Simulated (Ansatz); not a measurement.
`[NH2][Mg][Cl]` + `CNC` → `C[N](C)[Mg][NH2]` + HCl at 700 K and 1 bar (ligand exchange at a Mg–Cl bond).

Computed with Ansatz on PBE0-D4/def2-TZVP structures; ΔE is electronic, products minus reactants. CCSD(T)/CBS adds triple-zeta CCSD(T) − MP2 to the extrapolated MP2 energy (def2 sets, frozen cores). This one scheme is used for every species. For Mg outer-core shells are correlated without core-valence functions, which leaves a few kJ/mol of doubt a bond. One conformer a species, not always the lowest.

```json
{"species": "`[NH2][Mg][Cl]`", "CCSD(T)/CBS energy (Eh)": "-715.67895", "H − E (kJ/mol)": "114.1", "S (J/(mol·K))": "356.4"}
{"species": "`CNC`", "CCSD(T)/CBS energy (Eh)": "-135.00321", "H − E (kJ/mol)": "296.9", "S (J/(mol·K))": "352.4"}
{"species": "`C[N](C)[Mg][NH2]`", "CCSD(T)/CBS energy (Eh)": "-390.24119", "H − E (kJ/mol)": "365.4", "S (J/(mol·K))": "499.8"}
{"species": "HCl", "CCSD(T)/CBS energy (Eh)": "-460.38127", "H − E (kJ/mol)": "38.4", "S (J/(mol·K))": "211.8"}
```

H − E and S are ideal-gas, rigid-rotor, harmonic terms from PBE0-D4/def2-TZVP, for one conformer and one mirror image of each species. 1 Eh = 2625.50 kJ/mol, R = 8.31446 J/(mol·K).

By hand: ΔE, ΔH, ΔS and ΔG.

ΔE = (-390.24119) + (-460.38127) − (-715.67895) − (-135.00321) = 0.05970 Eh = 156.7 kJ/mol. Δ(H − E) = 365.4 + 38.4 − 114.1 − 296.9 = -7.2, so ΔH = 149.5 kJ/mol. ΔS = 499.8 + 211.8 − 356.4 − 352.4 = 2.8 J/(mol·K). ΔG = 149.5 − 700 × (2.8)/1000 = 147.5 kJ/mol.

By hand: the equilibrium constant, and the temperature at which ΔG would vanish if ΔH and ΔS stayed fixed.

log₁₀ K = −ΔG/(RT ln 10) = -11.0. ΔG = 0 at ΔH/ΔS = 53393 K, far beyond where these terms or the molecules hold.

The number of gas molecules stays the same, so ΔS is small and ΔH decides. A doubt of 5 kJ/mol in ΔE shifts log₁₀ K by 0.4 here. Other conformers and mirror images would add mixing entropy, several J/(mol·K) or more a flexible species. These are equilibria of isolated gas molecules and say nothing of rates. Largest T1 diagnostic: 0.010 (customary marks: 0.02 for closed shells, 0.045 for open ones).
